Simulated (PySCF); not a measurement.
Be(SH)(SeH) (BeH2SSe), SMILES [Be]([SeH])[SH]. Atoms are numbered in the order given.

```xyz
5

Be     0.0409     0.3789    -0.5796
S      0.1627     1.4305    -2.1575
H     -1.1036     1.8727    -2.0380
Se    -0.0339    -0.7171     1.1321
H     -0.5106    -1.8948     0.3855
```
Charge 0, spin multiplicity 1.

Geometry: B3LYP-D3(BJ)/def2-TZVP. Other conformers were not sampled.

Computed with TDDFT-B3LYP/def2-SVPD run with PySCF 2.14.0.

Vertical excitations. 

| state | energy (eV) | λ (nm) | f | main pairs |
|---|---|---|---|---|
| S1 | 4.99 | 248 | 0.003 | HOMO→LUMO 95 % |
| S2 | 5.50 | 226 | 0.053 | HOMO→LUMO+2 64 %, HOMO→LUMO+1 28 % |
| S3 | 5.53 | 224 | 0.002 | HOMO−1→LUMO+1 94 % |
| S4 | 5.68 | 218 | 0.109 | HOMO→LUMO+1 64 %, HOMO→LUMO+2 27 % |
| S5 | 5.90 | 210 | 0.053 | HOMO−1→LUMO 62 %, HOMO−1→LUMO+2 34 % |
| S6 | 6.08 | 204 | 0.129 | HOMO−1→LUMO+2 55 %, HOMO−1→LUMO 29 % |
| S7 | 6.18 | 201 | 0.015 | HOMO→LUMO+3 81 % |
| S8 | 6.64 | 187 | 0.007 | HOMO−2→LUMO 91 % |
| S9 | 6.70 | 185 | 0.004 | HOMO−1→LUMO+3 45 %, HOMO−2→LUMO+1 39 % |
| S10 | 6.76 | 184 | 0.010 | HOMO−1→LUMO+3 33 %, HOMO→LUMO+4 27 %, HOMO−2→LUMO+1 26 %, HOMO→LUMO+3 5 % |
| T1 | 4.71 | 263 | 0 | HOMO→LUMO 93 % |
| T2 | 4.79 | 259 | 0 | HOMO→LUMO+1 86 % |
| T3 | 5.15 | 241 | 0 | HOMO−1→LUMO 78 %, HOMO−1→LUMO+2 12 % |
| T4 | 5.26 | 236 | 0 | HOMO→LUMO+2 64 %, HOMO−1→LUMO+1 23 % |
Triplets are in the Tamm–Dancoff approximation, which puts them higher than full response would, so one can lie above its singlet here.
